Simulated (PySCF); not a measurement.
Computed properties of C₃H₆FNSi, SMILES F[Si@H]1C=CCN1

C₃H₆FNSi, SMILES N1CC=C[Si@@H]1F. The structure is a stationary point at PBE0-D3(BJ)/def2-SVP. The structure was generated by enumeration; whether it is a known compound was not checked. One conformer was computed; it need not be the lowest. All values are computed for the isolated molecule unless a solvent is named; none is compared with measurement here.

**Structure.** All 30 harmonic modes at PBE0-D3(BJ)/def2-SVP (PySCF) are real, so it is a minimum. With heavy atoms numbered as in [F:1][Si@H:2]1[CH:3]=[CH:4][CH2:5][NH:6]1, the shortest bond between them is C3–C4 at 1.344 Å and the longest Si2–C3 at 1.852 Å.

**Vibrations.** The strongest infrared lines (harmonic, unscaled, degenerate partners summed) lie at 942 cm⁻¹ (182 km/mol, H 34 %, Si 26 %, C 21 %, N 10 %, F 9 %), 2270 cm⁻¹ (170 km/mol, H 97 %), 888 cm⁻¹ (119 km/mol, H 44 %, N 21 %, Si 20 %, C 14 %). The softest mode is at 136 cm⁻¹ and the zero-point energy is 56.4 kcal/mol.

**Electronic structure.** PBE0/def2-TZVP (PySCF) places the frontier levels at -7.20 and -0.41 eV, a gap of 6.79 eV, and gives a dipole moment of 2.62 D and a mean polarisability of 62.1 bohr³. PBE/def2-TZVP (PySCF) at the same geometry gives -5.84 and -1.38 eV, so its gap is 2.33 eV narrower. An orbital gap is neither the optical nor the fundamental gap.

**Excitations.** TDDFT-PBE0/def2-SVPD (PySCF) has S1 at 5.60 eV (221 nm, f = 0.032, weak); the most intense of the 10 singlets computed lies at 7.04 eV (f = 0.13). T1 (TDA) is at 4.27 eV. TDDFT-PBE/def2-SVPD (PySCF) puts S1 at 4.69 eV. No vertical singlet excitation falls in the visible range (under 3.1 eV).

**NMR.** GIAO shifts at KT2/pcSseg-1 (PySCF) (non-relativistic, atoms alike by connectivity averaged): ¹³C from 57.6 to 152.4 ppm against TMS; ¹H from 2.0 to 7.4 ppm against TMS; ²⁹Si at -9.8 ppm against TMS; ¹⁹F at -160.4 ppm against CFCl3.

**Solvation.** SMD-B3LYP/6-31G* (PySCF) gives -1.8 kcal/mol in water, -3.0 kcal/mol in n-hexane, -5.0 kcal/mol in acetonitrile (1 M in both phases, gas-phase geometry); of these solvents acetonitrile holds the molecule best.
